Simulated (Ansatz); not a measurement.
`[SiH3]O[Si](Cl)(Cl)Cl` + `S[SiH2]Cl` → `Cl[SiH2]S[Si](Cl)(Cl)Cl` + silanol  (ligand exchange at the Si–O bond)

Isolated molecules relaxed with PBE0-D4/def2-TZVP in Ansatz; ΔE leaves out vibrations. CCSD(T)/CBS is the MP2 limit (def2-TZVPP, def2-QZVPP) plus CCSD(T) − MP2 in def2-TZVPP, frozen cores. DFT in def2-TZVPP. B3LYP here is the variant with VWN-RPA as its local correlation; programs differ in this. One conformer a species, not always the lowest.

`[SiH3]O[Si](Cl)(Cl)Cl`:

```xyz
9

Si    0.035   -1.074   -1.235
O     0.299    0.252   -0.290
Si    0.029    1.038    1.076
Cl   -1.951    1.425    1.282
Cl    1.053    2.781    1.043
Cl    0.644   -0.073    2.658
H     0.807   -0.883   -2.484
H    -1.414   -1.180   -1.533
H     0.498   -2.285   -0.518
```

`S[SiH2]Cl`:

Z-matrix (Å, degrees):
```
Si
Cl 1 2.054
S 1 2.120 2 112.9
H 1 1.478 2 108.5 3 -116.6
H 1 1.479 2 106.5 3 122.3
H 3 1.344 1 94.3 2 70.4
```

`Cl[SiH2]S[Si](Cl)(Cl)Cl`:

```xyz
9

Cl    0.525    2.509   -0.200
Si   -0.410    1.248    1.109
S    -1.401   -0.372    0.128
Si    0.173   -1.279   -0.947
Cl   -0.394   -3.194   -1.299
Cl    0.500   -0.366   -2.728
Cl    1.920   -1.273    0.093
H    -1.512    1.971    1.779
H     0.599    0.755    2.065
```

`O[SiH3]`:

Cartesian coordinates in Å:
```
O -0.117 -0.914 -0.890
Si -0.086 0.179 0.342
H 0.473 -0.771 -1.631
H 1.258 0.252 0.978
H -1.084 -0.292 1.328
H -0.444 1.546 -0.127
```

Is it downhill or uphill in electronic energy at CCSD(T)/CBS, and by how much? (Estimate.)

The calculation gave: Uphill: ΔE = +15.6 kcal/mol.

What do these levels give: PBE-D4, B3LYP-D4, ωB97M-V, PBE, r2SCAN, B3LYP, MP2/def2-TZVPP, CCSD/def2-TZVPP, HF/def2-QZVPP, SCS-MP2/def2-QZVPP, MP2/CBS(def2), CCSD/CBS(def2)? (Best estimate.)

The calculation gave: PBE-D4 11.5, B3LYP-D4 15.7, ωB97M-V 15.7, PBE 13.5, r2SCAN 15.9, B3LYP 19.0, MP2/def2-TZVPP 14.7, CCSD/def2-TZVPP 18.6, HF/def2-QZVPP 25.2, SCS-MP2/def2-QZVPP 16.4, MP2/CBS(def2) 13.3, CCSD/CBS(def2) 17.2 kcal/mol.

Largest T1 diagnostic among the species: 0.011.

In def2-TZVPP, CCSD(T) changes the Hartree–Fock value by −7.5 kcal/mol (the triples alone add −1.6 kcal/mol) and MP2 by −9.8 kcal/mol. The D4 term adds −3.4 kcal/mol with B3LYP and −1.8 kcal/mol with PBE0; it sums over pairs of atoms, weighted by their polarisabilities, and B3LYP, whose exchange is more repulsive, gets the larger term.
